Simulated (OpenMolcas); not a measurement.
Re5+ (d2) among equal point charges was computed by CASSCF with the d shell active (OpenMolcas, ANO-RCC-VTZP on the metal). Its lowest spin-free states, and all those of the highest spin:

```
2S+1  Degeneracy  E (cm-1)
   3           1       0.0
   3           2      1462
   3           2      4543
   3           2      6596
   1           1      8494
   1           2      9145
   1           2     13224
   3           1     15619
   1           2     19036
   1           2     21930
   3           2     26091
   1           2     27149
```

**Question.** Is the site octahedral, tetrahedral or cube-like, axial, or of lower symmetry?

**Answer.** The states with 2S+1 = 3 have orbital degeneracies 1, 2, 2, 2, 1, 2. There are pairs but no triples, so the site is axial: not cubic, but with a proper or improper axis of order three or more. The run had Re5+ among 2 point charges of -1.5 e arranged as a linear pair (D∞h), 2.1 Å from the ion.

Spin-orbit coupling mixes the spin-free states strongly: the lowest level takes only 54 % from its leading state, 3Σ. Without dynamic correlation the repulsion within the d shell is too large (B by tens of per cent), so at a given field states of lower spin stand too high. This is an electrostatic model: the charges have no orbitals. No measured value stands beside these numbers.
